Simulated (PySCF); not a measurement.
## C$_{2}$H$_{7}$BO$_{2}$: full NMR table

```
Formula        : C2H7BO2
SMILES         : COBOC
Carbon signals : 1
Proton signals : 2
```

Mapped SMILES: `[CH3:1][O:2][BH:3][O:4][CH3:5]` (H(Xn): hydrogen on atom n).

How the numbers were obtained: J: B3LYP/pcJ-1 (spin–dipole term only in couplings to heteroatoms), PBE0-D3(BJ)/def2-SVP geometry, GIAO KT3/pcSseg-2 shieldings, in PySCF (non-relativistic, one averaged value for each set of equivalent atoms, single conformer, isolated molecule).

Shifts are taken against calculated references (same method and geometry level): $^{1}$H, $^{13}$C vs TMS; BF3·OEt2 for $^{11}$B; H2O for $^{17}$O.

| carbon | δC, type | δH (multiplicity, J in Hz) | HMBC from (abs. J ≥ 3 Hz) | span of the C tensor (ppm) |
| --- | --- | --- | --- | --- |
| C1/C5 | 57.4, CH3 | 3.75 (s) | H(B3) | 84 |

Other nuclei:
```json
{"atoms": "H(B3)", "nucleus": "$^{1}$H", "environment": "hydrogen on a boron bonded to 2 O", "δ (ppm)": "4.33", "σ (ppm)": "27.02"}
{"atoms": "B3", "nucleus": "$^{11}$B", "environment": "boron bonded to 2 O, H", "δ (ppm)": "24.0", "σ (ppm)": "74.6"}
{"atoms": "O2/O4", "nucleus": "$^{17}$O", "environment": "oxygen bonded to C, B", "δ (ppm)": "118.4", "σ (ppm)": "205.4"}
```

Selected couplings (Hz, signed; the shortest-range and largest first, 30 at most; isotopes $^{11}$B, $^{1}$H, $^{13}$C): $^{1}J$(B3,H(B3)) 162.0, $^{1}J$(C1,H(C1)) 147.3, $^{2}J$(C1,B3) 3.8, $^{3}J$(B3,H(C1)) 4.3.

- δC 57.4: methyl carbon bonded to O; the inductive effect lowers its shielding.
- δH 4.33: hydrogen on a boron bonded to 2 O.
- δH 3.75: hydrogen on a methyl carbon bonded to O; its carbon carries O, which withdraws density.

Hydrogens on boron are broadened and split by $^{11}$B (spin 3/2, 80 %) and 10B (spin 3). Shifts are as computed, not scaled to solution data. Of 1211 compounds with measured shifts, 218 miss one by over three times the rms of a fit or turn the order of signals round; such compounds aren't used in these exercises. Experimental scales use liquid or dissolved standards, which lie at an offset from isolated H2O (liquid H2O: subtract about 36 ppm).
